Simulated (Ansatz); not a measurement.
Basis-set extrapolation for CH$_{6}$AlNOSSi, SMILES `O[Si]1(CS)[NH][AlH]1` (PBE0-D4/def2-TZVP geometry, frozen core, Ansatz 0.2.0). Multiplicity 1, RHF reference.

|  | def2-TZVPP | def2-QZVPP |
| --- | --- | --- |
| HF | -1099.220942 | -1099.256642 |
| MP2 correlation | -0.990550 | -1.066775 |
| CCSD(T) correlation | -1.083426 | not run |

Energies in hartree. Use E(X) = E(∞) + A·exp(−7.88·√X) for Hartree–Fock and E(X) = E(∞) + B·X^(−2.97) for correlation, with X = 3 and 4, and add CCSD(T) minus MP2 of the smaller set to the MP2 limit.

Problem. What is the CCSD(T) energy at the basis-set limit?

Solution. HF limit: -1099.256642 + (-0.035700) × 0.13774 = -1099.26156. MP2 limit: -1.066775 + (-0.076225) × 0.74074 = -1.12324. Higher-order term: -1.083426 − (-0.990550) = -0.09288. Total: -1100.47768 hartree, 455.0 kJ/mol below CCSD(T)/def2-TZVPP.
